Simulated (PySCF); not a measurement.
**Electronic structure of Er(58+) (erbium, charge +58) at the UHF level**

Configuration: [Ne], closed-shell 1S. Computed with PySCF 2.14 in an uncontracted even-tempered set (17 s from 35 bohr⁻², ratio 2.2; 10 p from 46 bohr⁻², ratio 2.2; 6 d from 180 bohr⁻², ratio 2.4; 5 f from 280 bohr⁻², ratio 2.4; 4 g from 410 bohr⁻², ratio 2.4), with the non-relativistic Hamiltonian (point nucleus).

* Total energy: -8667.140178 hartree
* One-electron energy: -9232.3358 hartree
* Hartree (Coulomb) energy: 678.8919 hartree
* Exchange energy: -113.6963 hartree
* Kinetic energy: 8667.13171 hartree
* ⟨S²⟩: 0.0000
* ⟨L²⟩: 0.000
* Sum of ⟨r⟩: 0.7012 bohr
* Sum of ⟨r²⟩: 0.06607 bohr²
* Density at the nucleus (Gaussians lack the cusp): 217000 bohr⁻³

```tsv
shell	electrons	mean orbital energy (hartree)	rms radius, mean of both spins (bohr)
1s	2	-2153.35421	0.0257
2s	2	-484.06813	0.100
2p	6	-471.18331	0.0863
```

A non-relativistic calculation at this Z misses sizeable relativistic shifts. Spin-orbit coupling, which splits the p, d and f shells strongly at this Z, is absent.

Spin-orbit constants ζ (cm⁻¹) from the X2C one-electron operator on these orbitals (non-relativistic here): bare nucleus, nucleus screened by l(l+1)(2l+1)/3 electrons, and screened by the Breit-Pauli mean field of the electrons.

```csv
shell,bare,screened nucleus,mean field
2p,3754000,3643000,3596000
```
